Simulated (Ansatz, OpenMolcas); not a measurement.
## The same job for OpenMolcas

This Ansatz 0.2.0 job computes InSiH4F (SMILES [F][InH][SiH3]):

job.yaml:
```yaml
crystal:
  periodic: [false, false, false]
  atoms:
    - symbol: F
      position_ang: [-0.196000, -2.340000, 1.298800]
    - symbol: In
      position_ang: [-0.756000, -1.164900, -0.176800]
    - symbol: Si
      position_ang: [0.528000, 1.043100, -0.028600]
    - symbol: H
      position_ang: [-1.937800, -1.965900, -1.125300]
    - symbol: H
      position_ang: [1.986000, 0.765900, -0.108800]
    - symbol: H
      position_ang: [0.226000, 1.696000, 1.272200]
    - symbol: H
      position_ang: [0.149800, 1.965800, -1.131400]
basis:
  gaussian:
    orbitals: def2-SVP
hamiltonian:
  xc: {name: BLYP}
accuracy: high
output: {orbitals: {seedname: orbitals}}
```

```bash
$ ansatz run job.yaml --threads 1 --pin off --max-ram 3480MiB --events-out events.jsonl --progress --plain --runs-dir runs
```

The shape is that of a PBE0-D4/def2-TZVP optimisation.

It gives a total energy of -581.638494 Eh.

Task: Translate the job to OpenMolcas 26.06 as an input file of the program's own, asking for the gradient.

Result: This input was run:

run.inp:
```
>>> EXPORT MOLCAS_PRINT=2

&GATEWAY
  BASLIB = $CurrDir
  COORD
  7
  bohr
  F     -0.37038632    -4.42195913     2.45437629
  In    -1.42863295    -2.20134196    -0.33410358
  Si     0.99777539     1.97117332    -0.05404617
  H     -3.66191128    -3.71501259    -2.12650881
  H      3.75299608     1.44734124    -0.20560220
  H      0.42707810     3.20497551     2.40410958
  H      0.28308097     3.71482362    -2.13803614
  BASIS = def2-SVP
  GROUP = NoSym

&SEWARD
  GRIDINPUT
  Grid=UltraFine
  End of Grid

&SCF
  KSDFT = BLYP
  THRESHOLDS = 1e-10 1e-07 1e-07 1e-05
  PRORBITALS = 1 2

&ALASKA
```

```bash
$ export MOLCAS_MEM=1860
$ pymolcas run.inp > run.log
```

(Basis files named in the input come from the Basis Set Exchange and aren't shown.)

Its energy is -581.638491 Eh, 0.003 mEh from the first.
